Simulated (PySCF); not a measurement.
F2OS. Atoms are numbered in the order given.

```xyz
4

O      1.3714     0.3514     0.0000
S      0.1653    -0.4056     0.0000
F     -0.7564     0.2044     1.1656
F     -0.7564     0.2044    -1.1656
```

Coordinates come from a B3LYP-D3(BJ)/def2-TZVP optimisation.

All values below come from HF/def2-TZVPD run with PySCF.

Symmetry labels are those of the subgroup Cs that the program uses (full group Cs).

Computed valence orbital energies around the gap with their symmetry:
```tsv
orbital	symmetry	energy (eV)
HOMO−7	A'	-21.46
HOMO−6	A'	-20.85
HOMO−5	A"	-19.53
HOMO−4	A'	-19.25
HOMO−3	A"	-18.63
HOMO−2	A'	-16.61
HOMO−1	A"	-15.36
HOMO	A'	-13.67
LUMO	A'	1.42
LUMO+1	A"	1.43
LUMO+2	A'	1.60
LUMO+3	A'	2.05
```
